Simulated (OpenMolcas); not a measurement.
Pr2+.

| Item | Value |
| --- | --- |
| Program | OpenMolcas 26.06 |
| Method | CASSCF |
| Basis | ANO-RCC-VDZP [7s6p4d2f1g] |
| Scalar Hamiltonian | DKH2, point nucleus |
| Active space | 3 electrons in 7 orbitals (4f) |
| State averaging | 2S+1 = 4 odd, 35 roots (30 in the spin-orbit step); 2S+1 = 2 odd, 112 roots (56 in the spin-orbit step) |
| Spin-orbit coupling | state interaction with AMFI integrals over the reference wave functions, term energies averaged over their components |

Levels without dynamic correlation, in cm⁻¹ above 4f³ ⁴I°_9/2:

```json
{"Level": "4f³ ⁴S°_3/2", "E": "15007"}
{"Level": "4f³ ⁴F°_3/2", "E": "13544"}
{"Level": "4f³ ²H°_9/2", "E": "13557"}
{"Level": "4f³ ²G°_7/2", "E": "18583"}
{"Level": "4f³ ²K°_13/2", "E": "20414"}
{"Level": "4f³ ⁴G°_5/2", "E": "20697"}
```

On this reference, SS-CASPT2, IPEA 0.25 Eh, imaginary shift 0.1 Eh (closed shells correlated: 5s 5p) puts 4f³ ⁴S°_3/2 at 12750 cm⁻¹.

Task: Estimate the other levels at that method by one scale factor, and say how well it serves.

Result: The factor is 12750 / 15007 = 0.850. Scaled values beside those that SS-CASPT2 gives and measured ones (Martin, Zalubas and Hagan, Atomic Energy Levels: The Rare-Earth Elements, NSRDS-NBS 60 (1978); the list in Maison, Palmeri and Quinet, J. Phys. B 58, 015001 (2025)):
| Level | Scaled | SS-CASPT2 | Miss (%) | Measured |
| --- | --- | --- | --- | --- |
| 4f³ ⁴F°_3/2 | 11512 | 11310 | +1.8 | 9371 |
| 4f³ ²H°_9/2 | 11523 | 10640 | +8.3 | 10033 |
| 4f³ ²G°_7/2 | 15796 | 15430 | +2.4 |  |
| 4f³ ²K°_13/2 | 17352 | 17760 | -2.3 | 16089 |
| 4f³ ⁴G°_5/2 | 17592 | 18050 | -2.5 | 14187 |
For these levels the scaled values miss SS-CASPT2 by up to 8.3 %, as correlation changes each term by its own factor, spin-orbit parts do not scale and CASPT2 has its own spread within terms. This holds within one configuration; levels of others move differently, and the target method has errors of its own against measurement.

CASPT2 does not keep the components of a term degenerate, so their means are used; among the terms shown or strongly mixed into the levels shown the widest spread is 670 cm-1 (4f³ ⁴I°, SS-CASPT2). High states are left out of the spin-orbit mixing, which shifts the levels that they would mix with. Without dynamic correlation excited terms often stand tens of per cent too high (terms of higher spin than the ground term too low), and those without a measured partner can miss by more than the paired ones (holds for CASSCF). Some terms miss by over 15 % even with CASPT2, which points to a basis or an active space too small for the shells correlated (holds for SS-CASPT2). Computed and measured levels are paired by configuration, term and J; levels that our copy of the source lacks, or whose pairing is in doubt (as where it misses far off the trend of its configuration), stay unpaired and out of the deviations. Only configurations of the active space appear.

° marks odd parity.
